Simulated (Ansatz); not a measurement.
Basis-set extrapolation for `O[SiH](Cl)[Si](O)(Cl)Cl` (PBE0-D4/def2-TZVP geometry, frozen core, Ansatz 0.2.0). Multiplicity 1, RHF reference.

|  | def2-TZVPP | def2-QZVPP |
| --- | --- | --- |
| HF | -2108.246893 | -2108.310530 |
| MP2 correlation | -1.271385 | -1.390815 |
| CCSD(T) correlation | -1.387788 | not run |

Energies in hartree. Use E(X) = E(∞) + A·exp(−7.88·√X) for Hartree–Fock and E(X) = E(∞) + B·X^(−2.97) for correlation, with X = 3 and 4, and add CCSD(T) minus MP2 of the smaller set to the MP2 limit.

Question: What is the CCSD(T) energy at the basis-set limit?

Answer: HF limit: -2108.310530 + (-0.063637) × 0.13774 = -2108.31930. MP2 limit: -1.390815 + (-0.119430) × 0.74074 = -1.47928. Higher-order term: -1.387788 − (-1.271385) = -0.11640. Total: -2109.91498 hartree, 735.9 kJ/mol below CCSD(T)/def2-TZVPP.
